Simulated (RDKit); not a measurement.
Input for RDKit: UFF on CH4O2 (SMILES OCO).

```python
from rdkit import Chem
from rdkit.Chem import AllChem, rdDetermineBonds

blocks = [
'''7

O    -1.04481126    0.55867502    0.31636242
C    -0.08855695   -0.40278657   -0.05641584
O     1.19846473    0.14046004   -0.21844256
H    -1.10086419    1.21648263   -0.38748471
H    -0.32682439   -0.86403005   -1.01804844
H    -0.11718132   -1.15566639    0.73516874
H     1.47967338    0.50686532    0.62886038
''',
]
mol = None
for b in blocks:
    f = Chem.MolFromXYZBlock(b)
    rdDetermineBonds.DetermineBonds(f, charge=0)
    mol = f if mol is None else Chem.CombineMols(mol, f)
Chem.SanitizeMol(mol)
print(Chem.MolToSmiles(Chem.RemoveHs(mol)))
ff = AllChem.UFFGetMoleculeForceField(mol, vdwThresh=100.0, ignoreInterfragInteractions=False)
e = ff.CalcEnergy()
print(f'UFF energy {e:.6f} kcal/mol')
```

The log:

```
OCO
UFF energy 4.921776 kcal/mol
```

The run finished.

Cost: about 0.010 core-seconds (a rough figure).
